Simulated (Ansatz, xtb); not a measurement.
## C3H8GeOSi: which of two isomers lies lower

We compare a, `C#[C][Ge@H]([CH3])[O][SiH3]`, a singlet, with b, `CC#C[SiH2][O][GeH3]`, a singlet. Both are isolated molecules in the gas phase, relaxed with B3LYP/def2-SVP; the shapes shown needn't be the lowest conformers.

a (Å):

```xyz
14

C    -2.4685    0.9041   -1.4281
C    -1.5712    0.6658   -0.6407
C     1.2479    1.6495    0.4698
Ge   -0.1534    0.3042    0.5983
O     0.5944   -1.2534    0.1454
Si    0.1639   -2.8140   -0.2242
H    -3.2613    1.1124   -2.1239
H    -0.7554    0.1526    2.0096
H     2.0732    1.3943    1.1506
H     1.6304    1.6855   -0.5604
H     0.8500    2.6392    0.7398
H     1.4090   -3.6281   -0.3084
H    -0.5541   -2.8891   -1.5318
H    -0.7232   -3.3951    0.8311
```

b (Å):

```csv
atom,x (Å),y (Å),z (Å)
C,2.1142,1.5478,-3.4628
C,1.4712,1.0983,-2.2353
C,0.9360,0.7199,-1.2055
Ge,-2.6717,1.6648,-0.1954
O,-1.2382,1.0389,0.6695
Si,0.1244,0.1537,0.3403
H,3.0699,2.0545,-3.2489
H,2.3247,0.7000,-4.1357
H,1.4722,2.2588,-4.0088
H,-0.2157,-1.2909,0.1849
H,1.0631,0.3237,1.4809
H,-3.3467,0.5022,-0.9555
H,-3.5970,2.2261,0.8976
H,-2.2238,2.7699,-1.1730
```

Q: Which of the two would you expect CCSD(T)/def2-SVP + ΔMP2/def2-TZVPP electronic energies to favour?

A: Too close to call at this level: CCSD(T)/def2-SVP + ΔMP2/def2-TZVPP gives E(b) − E(a) = +0.01 kJ/mol.

How the difference moves with the method:

| level | geometry | E(b) − E(a) (kJ/mol) | departure from the last row (kJ/mol) | job, with rough time for the two |
| --- | --- | --- | --- | --- |
| B3LYP/def2-SVP | B3LYP/def2-SVP | −24.63 | −24.64 | optimisation, 4.9 min |
| HF/def2-SVP | B3LYP/def2-SVP | −20.72 | −20.73 | part of the CCSD(T) run |
| MP2/def2-SVP | B3LYP/def2-SVP | −12.70 | −12.71 | part of the CCSD(T) run |
| CCSD(T)/def2-SVP | B3LYP/def2-SVP | −14.19 | −14.20 | single point |
| CCSD(T)/def2-SVP + ΔMP2/def2-TZVPP | B3LYP/def2-SVP | +0.01 |  | single point, 61 s |

As drawn, b has 1 C–C, 1 C–Si, 2 Ge–H in place of 2 C–Ge, 1 C–H, 1 Si–H.

The largest departure from CCSD(T)/def2-SVP + ΔMP2/def2-TZVPP is that of B3LYP/def2-SVP, 24.64 kJ/mol. A small imaginary or near-zero mode remains, so no thermal terms are given. Levels run at GFN2-xTB geometries aren't shown. The last row adds to CCSD(T) the change of the MP2 difference between the two basis sets, here +14.20 kJ/mol, a large step that makes the value less sure.

The correlated steps freeze 18 core orbitals; the filled d shell of Ge is correlated, in a basis made for valence electrons. Run with Ansatz 0.2.0, xtb 6.7.1; the last row on 4 threads of Intel(R) Xeon(R) Platinum 8259CL CPU @ 2.50GHz (Skylake/Cascade Lake) on a shared host.
